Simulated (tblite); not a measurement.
C6H6O2S.
Cartesian coordinates in Å at the GFN2-xTB level; atoms count from 1:
```
atom  x, y, z in Å
C1     2.6653    0.5014   -0.1429
C2     1.6758   -0.2203   -0.6574
C3     0.2787   -0.1732   -0.2556
C4    -0.6785   -0.9327   -0.7992
S5    -2.2489   -0.5632   -0.0188
O6    -3.1545    0.0515   -0.9490
O7    -2.7277   -1.6883    0.7352
C8    -1.5046    0.6673    1.0639
C9    -0.2102    0.7294    0.8013
H10    2.5221    1.2161    0.6489
H11    3.6739    0.3988   -0.5041
H12    1.8865   -0.9236   -1.4519
H13   -0.5885   -1.6631   -1.5767
H14   -2.0747    1.2215    1.7807
H15    0.4809    1.3863    1.3037
```

Method: GFN2-xTB as coded in tblite; computed harmonic values from a numerical Hessian at the method's own geometry, unscaled. The method is semi-empirical: single wavenumbers can be off by several per cent or more. One conformer, not necessarily the lowest.

Problem. How many normal modes are there?

Solution. 15 atoms, non-linear: 3N − 6 = 39.

Problem. What is the point group of the computed structure, and how do the modes divide by symmetry?

Solution. Cs. The vibrations span 26 a′ + 13 a″.

Problem. How many distinct wavenumbers does the calculation give?

Solution. 39: Cs has no degenerate species.

Problem. How many fundamentals are allowed in the infrared by symmetry?

Solution. 39 of 39: in Cs every mode is allowed. All fundamentals are allowed in the Raman spectrum.

Problem. Zero-point energy?

Solution. ½Σν̃ = 22852 cm⁻¹ = 65.3 kcal/mol (39 modes), 33.8 kcal/mol of it from above 1550 cm⁻¹.

Problem. What thermal excitation has the softest real mode at 77 K?

Solution. θ = hcν̃/k = 48 K for 33.3 cm⁻¹, so N1/N0 = 0.54 and ⟨v⟩ = 1/(exp(θ/T) − 1) = 1.2.
